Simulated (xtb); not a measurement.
yttrium atom (Y), doublet (GFN-xTB shapes and energies of metal compounds can be far from the true ones); GFN2-xTB (xtb).

xtb was given this input:
```
$ xtb mol.xyz --gfn 2 --uhf 1 --etemp 1000 --json

# file mol.xyz
1

Y      0.00000000     0.00000000     0.00000000
```

Problem. What does xtb print? Leave out banner, timings and long lists.

Solution. 
```
   ID    Z sym.   atoms
    1   39 Y      1

           -------------------------------------------------
          |                Calculation Setup                |
           -------------------------------------------------

           -------------------------------------------------
          |                 G F N 2 - x T B                 |
           -------------------------------------------------

          ...................................................
          :                      SETUP                      :
          :.................................................:
          :  # basis functions                  10          :
          :  # atomic orbitals                   9          :
          :  # shells                            3          :
          :  # electrons                         3          :
          :  max. iterations                   250          :
          :  Hamiltonian                  GFN2-xTB          :
          :  restarted?                      false          :
          :  GBSA solvation                  false          :
          :  PC potential                    false          :
          :  electronic temp.         1000.0000000     K    :
          :  accuracy                    1.0000000          :
          :  -> integral cutoff          0.2500000E+02      :
          :  -> integral neglect         0.1000000E-07      :
          :  -> SCF convergence          0.1000000E-05 Eh   :
          :  -> wf. convergence          0.1000000E-03 e    :
          :  Broyden damping             0.4000000          :
          :  net charge                          0          :
          :  unpaired electrons                  1          :
          ...................................................

 iter      E             dE          RMSdq      gap      omega  full diag
   1     -1.2003993 -0.120040E+01  0.141E+01    0.00       0.0  T
   2     -1.2003993  0.675460E-12  0.113E+01    0.00       0.0  T
   3     -1.2003993  0.161426E-11  0.871E+00    0.00       0.0  T
   4     -1.2003993  0.138956E-11  0.697E+00    0.00       0.0  T
   5     -1.2003993  0.116751E-11  0.558E+00    0.00       0.0  T
   6     -1.2003993  0.916378E-12  0.446E+00    0.00       0.0  T
   7     -1.2003993  0.698552E-12  0.357E+00    0.00       0.0  T
   8     -1.2003993  0.528466E-12  0.285E+00    0.00       0.0  T
   9     -1.2003993  0.399236E-12  0.228E+00    0.00       0.0  T
[...]
         :: total energy              -1.200399272541 Eh    ::
[...]

         #    Occupation            Energy/Eh            Energy/eV
      -------------------------------------------------------------
         1        2.0000           -0.2979447              -8.1075
         2        0.2000           -0.1343712              -3.6564 (HOMO)
         3        0.2000           -0.1343712              -3.6564 (LUMO)
         4        0.2000           -0.1343712              -3.6564
         5        0.2000           -0.1343712              -3.6564
         6        0.2000           -0.1343712              -3.6564
         7                          0.1196757               3.2565
         8                          0.1196757               3.2565
         9                          0.1196757               3.2565
      -------------------------------------------------------------
                  HL-Gap            0.0000000 Eh            0.0000 eV
             Fermi-level           -0.1785153 Eh           -4.8576 eV

     #   Z          covCN         q      C6AA      α(0)
     1  39 Y        0.000    -0.000  2460.778   156.582

 Mol. C6AA /au·bohr⁶  :       2460.777575
 Mol. C8AA /au·bohr⁸  :     469179.785193
 Mol. α(0) /au        :        156.581651

Wiberg/Mayer (AO) data.
largest (>0.10) Wiberg bond orders for each atom

 ---------------------------------------------------------------------------
     #   Z sym  total        # sym  WBO       # sym  WBO       # sym  WBO
 ---------------------------------------------------------------------------
     1  39 Y    0.000
 ---------------------------------------------------------------------------

molecular dipole:
                 x           y           z       tot (Debye)
 q only:        0.000       0.000       0.000
   full:        0.000       0.000       0.000       0.000
molecular quadrupole (traceless):
                xx          xy          yy          xz          yz          zz
 q only:        0.000       0.000       0.000       0.000       0.000       0.000
  q+dip:        0.000       0.000       0.000       0.000       0.000       0.000
   full:        0.000       0.000      -0.000       0.000       0.000      -0.000

           -------------------------------------------------
          | TOTAL ENERGY               -1.200399272541 Eh   |
          | GRADIENT NORM               0.000000000000 Eh/α |
          | HOMO-LUMO GAP               0.000000000000 eV   |
           -------------------------------------------------

normal termination of xtb
```
